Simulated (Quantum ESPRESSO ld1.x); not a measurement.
One sound ld1.x (Quantum ESPRESSO 7.5) input for neutral silicon gives E = -289.301 hartree in 31 iterations:

```
 &input
    zed=14.0,
    iswitch=1,
    rel=2,
    dft='PBESOL',
    config='[Ne] 3s2 3p2',
    lsmall=.true.,
    prefix='ld1',
    max_out_wfc=37,
    file_charge='ld1.rho',
 /
```

Changed or added lines, one case at a time, and what came of them:

- rmax=6.0: inaccurate. The mesh cuts the orbital tails; the run ends without a warning, but the energy is off by -0.002324 hartree against the default mesh.
- xmin=-20.0: not converged. The mesh starts very near the nucleus; the cycle ends with warnings and the numbers are not to be used.
- atom='Si': harmless. atom and zed name the same element, and the result equals that of the sound run.
- config='[Ne] 3s2 3p2 5g1': refused. The program stops in el_config with "l not found:G": the config string knows s, p, d and f alone.
- rel=1 relpert=.true.: refused. The program stops in ld1_readin with "perturbative SO-splitting for AE calculations with rel=0 only": the perturbative correction needs rel = 0.
- xmin=-1.0: refused. The program stops in ld1_readin with "wrong xmin": xmin is refused above -2.
- tr2=1e-22: usable despite the warning. The threshold lies below the rounding noise, so the cycle runs to its limit and warns, but the energy differs from the sound run by less than 1e-5 hartree.
